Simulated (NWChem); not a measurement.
Everything below was run with NWChem. System: ammonia borane (H$_{6}$BN), charge 0, spin multiplicity 1, at a geometry optimised with PBE0/def2-SVP. Level: PBE/def2-SVPD.

The NWChem input:

```
start mol
memory heap 200 mb stack 900 mb global 1100 mb
geometry units angstroms nocenter noautoz
  B      0.913431    -0.069469     0.000000
  N     -0.717557     0.054575     0.000000
  H      1.327658     1.082644     0.000000
  H      1.193401    -0.682578    -1.022100
  H      1.193401    -0.682578     1.022100
  H     -1.050182     0.556865     0.823799
  H     -1.158358    -0.865896     0.000000
  H     -1.050182     0.556865    -0.823799
  symmetry group Cs
end
basis spherical
  * library def2-svpd
end
dft
  xc xpbe96 cpbe96
  semidirect memsize 60000000 filesize 0
  iterations 100
end
task dft energy
```

Part of the output:

```
             Northwest Computational Chemistry Package (NWChem) 7.3.0
             --------------------------------------------------------

                                NWChem Input Module
                                -------------------

 Scaling coordinates for geometry "geometry" by  1.889725989
 (inverse scale =  0.529177249)

 Turning off AUTOSYM since
 SYMMETRY directive was detected!

                             Geometry "geometry" -> ""
                             -------------------------

 Output coordinates in angstroms (scale by  1.889725989 to convert to a.u.)

  No.       Tag          Charge          X              Y              Z
 ---- ---------------- ---------- -------------- -------------- --------------
    1 B                    5.0000     0.91343100    -0.06946900     0.00000000
    2 N                    7.0000    -0.71755700     0.05457500     0.00000000
    3 H                    1.0000     1.32765800     1.08264400     0.00000000
    4 H                    1.0000     1.19340100    -0.68257800    -1.02210000
    5 H                    1.0000     1.19340100    -0.68257800     1.02210000
    6 H                    1.0000    -1.05018200     0.55686500     0.82379900
    7 H                    1.0000    -1.15835800    -0.86589600     0.00000000
    8 H                    1.0000    -1.05018200     0.55686500    -0.82379900

 Effective nuclear repulsion energy (a.u.)      40.6037053468

            Nuclear Dipole moment (a.u.)
            ----------------------------
        X                 Y               Z
 ---------------- ---------------- ----------------
    -0.0000113384     0.0000037795     0.0000000000

      Symmetry information
      --------------------

 Group name             Cs
 Group number              2
 Group order               2
 No. of unique centers     6

      Symmetry unique atoms

     1    2    3    4    6    7


 Summary of "ao basis" -> "" (spherical)
 ------------------------------------------------------------------------------
       Tag                 Description            Shells   Functions and Types
[...]
 Vector    9  Occ=2.000000D+00  E=-2.344397D-01  Symmetry=a"
              MO Center=  1.0D+00, -4.1D-01, -2.8D-10, r^2= 1.9D+00
   Bfn.  Coefficient  Atom+Function         Bfn.  Coefficient  Atom+Function
  ----- ------------  ---------------      ----- ------------  ---------------
     7      0.400859  1 B  pz                49      0.320267  4 H  s
    57     -0.320267  5 H  s                 10     -0.294241  1 B  pz
    65      0.084354  6 H  s                 81     -0.084354  8 H  s
    27     -0.072306  2 N  pz                56     -0.061489  4 H  pz
    64     -0.061489  5 H  pz                66      0.057184  6 H  s

 Vector   10  Occ=0.000000D+00  E=-3.770947D-02  Symmetry=a'
              MO Center= -1.2D+00,  9.2D-02,  2.2D-14, r^2= 5.3D+00
   Bfn.  Coefficient  Atom+Function         Bfn.  Coefficient  Atom+Function
  ----- ------------  ---------------      ----- ------------  ---------------
    24      5.974702  2 N  s                  3     -2.866640  1 B  s
    66     -1.438343  6 H  s                 74     -1.438340  7 H  s
    82     -1.438343  8 H  s                  4      0.886982  1 B  s
    79     -0.443249  7 H  py                 8      0.407438  1 B  px
    72      0.403394  6 H  pz                88     -0.403394  8 H  pz

 Vector   11  Occ=0.000000D+00  E= 3.528887D-02  Symmetry=a"
              MO Center= -1.1D+00,  7.5D-01, -1.1D-08, r^2= 4.5D+00
   Bfn.  Coefficient  Atom+Function         Bfn.  Coefficient  Atom+Function
  ----- ------------  ---------------      ----- ------------  ---------------
    10      0.808901  1 B  pz                66     -0.772834  6 H  s
    82      0.772834  8 H  s                 72      0.704723  6 H  pz
    88      0.704723  8 H  pz                70     -0.425939  6 H  px
    86      0.425939  8 H  px                50      0.386329  4 H  s
    58     -0.386329  5 H  s                 27      0.366379  2 N  pz

 Vector   12  Occ=0.000000D+00  E= 3.528976D-02  Symmetry=a'
              MO Center= -1.2D+00, -5.7D-01,  1.1D-08, r^2= 4.5D+00
   Bfn.  Coefficient  Atom+Function         Bfn.  Coefficient  Atom+Function
  ----- ------------  ---------------      ----- ------------  ---------------
    74      0.892327  7 H  s                 79      0.811003  7 H  py
     9      0.806571  1 B  py                78      0.578881  7 H  px
    42     -0.446190  3 H  s                 66     -0.446279  6 H  s
    82     -0.446279  8 H  s                 71      0.427397  6 H  py
    87      0.427397  8 H  py                26      0.365322  2 N  py

 center of mass
 --------------
 x =   0.02844679 y =  -0.00216219 z =   0.00000000

 moments of inertia (a.u.)
 ------------------
          25.245758395528           5.740970320327           0.000000000000
           5.740970320327         100.292571670570           0.000000000000
           0.000000000000           0.000000000000         100.729170894866

     Multipole analysis of the density
     ---------------------------------

     L   x y z        total         alpha         beta         nuclear
     -   - - -        -----         -----         ----         -------
     0   0 0 0     -0.000000     -9.000000     -9.000000     18.000000

     1   1 0 0     -2.110911     -1.055450     -1.055450     -0.000011
     1   0 1 0      0.160547      0.080272      0.080272      0.000004
     1   0 0 1      0.000000      0.000000      0.000000      0.000000

     2   2 0 0    -12.466168    -34.684901    -34.684901     56.903634
     2   1 1 0      0.015001      1.703398      1.703398     -3.391795
     2   1 0 1     -0.000000     -0.000000     -0.000000      0.000000
     2   0 2 0    -12.269730    -12.417966    -12.417966     12.566202
     2   0 1 1      0.000000      0.000000      0.000000      0.000000
     2   0 0 2    -12.268630    -12.288449    -12.288449     12.308267

 Task  times  cpu:        3.0s     wall:        3.0s

 Total times  cpu:        3.0s     wall:        3.0s
```
